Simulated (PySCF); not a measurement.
Species: (ClZn-mu-OH)2 (singlet state).
Cartesian coordinates in Å at the PBE0-D3(BJ)/def2-SVP level; atoms count from 1:
```
atom  x, y, z in Å
Zn1   -1.010   -1.042   -0.013
Cl2   -2.496   -2.555   -0.026
O3    -0.555    0.561   -0.972
Zn4    1.038    1.025   -0.001
Cl5    2.544    2.518   -0.012
O6     0.568   -0.562    0.977
H7    -0.971    0.980   -1.728
H8     1.020   -1.012    1.693
```

Computed with TDDFT B3LYP/def2-SVPD, vertical, gas phase, core orbitals frozen in the response (PySCF 2.14.0, density-fitted response routines).

Transition dipole moments from the ground state, in atomic units and in the frame of the coordinates above (overall signs are arbitrary), for the states with f of 0.002 or more among the lowest 11:

```
state  E (eV)      μx      μy      μz
   S2   5.567   0.196  -0.194  -0.216
   S3   5.594  -0.249   0.248  -0.438
   S6   6.720   0.910   0.912   0.000
   S7   7.045  -0.069   0.045  -0.096
   S8   7.071   0.204  -0.223   0.355
   S9   7.152   0.312   0.326   0.019
  S11   7.157   0.134  -0.101  -0.141
```

Task: Work out the oscillator strengths.

Result: f = (2/3) ΔE |μ|² with ΔE in hartree (27.2114 eV).

```
state  |μ|² (au)  |μ| (D)      f
   S2      0.123     0.89  0.017
   S3      0.315     1.43  0.043
   S6      1.660     3.28  0.273
   S7      0.016     0.32  0.003
   S8      0.217     1.19  0.038
   S9      0.204     1.15  0.036
  S11      0.048     0.56  0.008
```

Task: All atoms lie in one plane. Which transitions are polarised in it and which across it?

Result: In the plane: S3, S6, S7, S8 and S9. Perpendicular: S2 and S11. 

Task: Which bond between heavy atoms lies closest to the direction of the S6 transition dipole?

Result: Zn4–Cl5 and Zn1–Cl2, at 0° from it; next Zn1–O3, Zn4–O6, O3–Zn4 and Zn1–O6 at 41°.

Task: What angle do the transition dipoles of S3 and S9 make?

Result: |cos θ| = |μa·μb| / (|μa| |μb|) = 0.02, so θ ≈ 89° (taken between 0 and 90°, since the signs are arbitrary).

Task: What peak molar absorption coefficient would the strongest computed level give as a lone Gaussian band 0.4 eV wide at half height?

Result: ε(max) = 2.175×10⁸ f / FWHM, with the width in cm⁻¹. S6: 2.175×10⁸ × 0.2734 / 3226 ≈ 18000 L mol⁻¹ cm⁻¹.
